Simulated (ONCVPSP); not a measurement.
Varying the ONCV potential for selenium (Se)

Base potential:

```
Element                 : selenium
Generator               : ONCVPSP 4.0.1
Type                    : optimised norm-conserving Vanderbilt (ONCV)
Functional              : PBEsol
Relativity              : scalar-relativistic
Frozen core             : [Ne]
Valence charge          : 24
Reference configuration : 3s2 3p6 3d10 4s2 4p2 (charge +2)
Partial waves           : 3s+4s: rc 1.10 bohr, ncon 3, nbas 7, qcut 10.6 1/bohr, 2 projectors; 3p+4p: rc 1.00 bohr, ncon 4, nbas 7, qcut 13.6 1/bohr, 2 projectors; 3d: rc 0.90 bohr, ncon 4, nbas 8, qcut 17.5 1/bohr, 1 projector; f scattering state at 0.33 Ha: rc 1.00 bohr, ncon 4, nbas 7, qcut 11.5 1/bohr, 3 projectors, debl 1.4 Ha
Local potential         : polynomial inside 0.60 bohr (lpopt 3, dvloc0 6 Ha)
Core correction         : Teter function, fcfact 2.5, rcfact 1.75
```

Cutoffs, loose and tight: the cutoffs (Ha) at which the residual kinetic energy of the hardest occupied pseudo-wave falls to 1 and 0.1 mHa per electron. They do not see the model core or the augmentation charge, which bear on the density cutoff. Test errors are all-electron minus pseudo excitation energies from the reference, over the configurations 3s2 3p6 3d10 4s2 4p4; 3s2 3p6 3d10 4s2 4p3; 3s2 3p6 3d10 4s2 4p1; 3s2 3p6 3d9 4s2 4p4. A dash means not determined; rows that change the core or the reference have their own tests.

A true bound ghost makes a file unfit for plane-wave use even where its test errors are small: the radial tests pick states by their node count and pass the ghost by.

| change | outcome | cutoff, loose | cutoff, tight | bound ghosts | GHOST(+) flags above zero | largest test error (meV) |
| --- | --- | --- | --- | --- | --- | --- |
| base | generated | 127 Ha | 139 Ha | f | f | +82 |
| all radii but the core radius scaled by about 0.78 (s 0.84, p 0.78, d 0.70, f 0.78 bohr); local potential polynomial inside 0.46 bohr (lpopt 3, dvloc0 6 Ha) | generated | 209 Ha | 476 Ha | f | s | +30 |
| all radii but the core radius scaled by about 0.86 (s 0.94, p 0.86, d 0.78, f 0.86 bohr); local potential polynomial inside 0.52 bohr (lpopt 3, dvloc0 6 Ha) | generated | 142 Ha | 254 Ha | f | f | +47 |
| all radii but the core radius scaled by about 0.96 (s 1.06, p 0.96, d 0.88, f 0.96 bohr); local potential polynomial inside 0.58 bohr (lpopt 3, dvloc0 6 Ha) | generated | 129 Ha | 142 Ha | f | f | +76 |
| all radii but the core radius scaled by about 1.06 (s 1.18, p 1.06, d 0.96, f 1.06 bohr); local potential polynomial inside 0.64 bohr (lpopt 3, dvloc0 6 Ha) | generated | 120 Ha | 133 Ha | none | f | +106 |
| all radii but the core radius scaled by about 1.18 (s 1.30, p 1.18, d 1.06, f 1.18 bohr); local potential polynomial inside 0.70 bohr (lpopt 3, dvloc0 6 Ha) | generated | 111 Ha | 124 Ha | f | none | +149 |
| all radii but the core radius scaled by about 1.31 (s 1.44, p 1.32, d 1.18, f 1.32 bohr); local potential polynomial inside 0.78 bohr (lpopt 3, dvloc0 6 Ha) | generated | 99 Ha | 112 Ha | none | none | +226 |

(1) What comes out with this change to the base: all radii but the core radius scaled by about 0.93 (s 1.02, p 0.94, d 0.84, f 0.94 bohr); local potential polynomial inside 0.56 bohr (lpopt 3, dvloc0 6 Ha)?

(2) What comes out with this change to the base: all radii but the core radius scaled by about 1.11 (s 1.22, p 1.12, d 1.00, f 1.12 bohr); local potential polynomial inside 0.66 bohr (lpopt 3, dvloc0 6 Ha)?

(3) What comes out with this change to the base: all radii but the core radius scaled by about 1.24 (s 1.36, p 1.24, d 1.12, f 1.24 bohr); local potential polynomial inside 0.74 bohr (lpopt 3, dvloc0 6 Ha)?

## Answers

(1) outcome: generated; cutoff, loose: 134 Ha; cutoff, tight: 149 Ha; bound ghosts: f; GHOST(+) flags above zero: f; largest test error (meV): +63.

(2) outcome: generated; cutoff, loose: 116 Ha; cutoff, tight: 129 Ha; bound ghosts: f; GHOST(+) flags above zero: none; largest test error (meV): +124.

(3) outcome: generated; cutoff, loose: 105 Ha; cutoff, tight: 118 Ha; bound ghosts: none; GHOST(+) flags above zero: f; largest test error (meV): +180.

Reading the sweep of the scale of all radii but the core radius (base = 1) (base included, trends over the rows without a ghost): Bound ghosts are found at 0.78, 0.86, 0.93, 0.96, 1, 1.11, 1.18.
